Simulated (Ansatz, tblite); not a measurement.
Cost and result up the ladder for Ga₂O₃⁻ (5 atoms). Total charge -1; doublet. Geometry: PBE0-D4/def2-SVPD.

```xyz
5

Ga    0.115    0.626   -0.352
Ga   -0.297   -1.616    0.909
O     0.384    2.090   -1.175
O     0.477   -0.044    1.397
O    -0.679   -1.056   -0.779
```

Ansatz on 4 threads of Arm Neoverse V2 on a shared host; xTB runs through tblite on one thread. Times are rough, summed over both states, and most runs start from the orbitals of an earlier one. PBE0-D4/def2-TZVPD serves as the yardstick here, not as an exact answer. The other state is a triplet.

The xTB rows come from tblite. HOMO above LUMO, or a gap near zero within one spin, warns that the state may not be the lowest or that an electron is smeared out. The structure comes from a short search, and lower isomers may exist.

Raw xTB energies of ions are shifted by several eV, and xTB has no spin-polarisation term.

| level | functions | wall time |
| --- | --- | --- |
| GFN1-xTB | 30 | 0.007 s |
| GFN2-xTB | 30 | 0.007 s |
| PBE-D4/def2-TZVPD (with forces) | 228 | 17 s |
| PBE0-D4/def2-TZVPD | 228 | 29 s |
| r2SCAN-D4/def2-TZVPD | 228 | 33 s |

Task: Estimate what each level gives for the vertical IE (eV).

Result: 
```csv
level,vertical IE (eV),difference from PBE0-D4/def2-TZVPD (eV),remarks
GFN1-xTB,9.46,5.96,–
GFN2-xTB,9.83,6.33,–
PBE-D4/def2-TZVPD (with forces),3.69,0.18,"gap within one spin near zero (-1 doublet), lower spin may lie lower (triplet)"
PBE0-D4/def2-TZVPD,3.50,0.00,–
r2SCAN-D4/def2-TZVPD,3.56,0.05,–
```
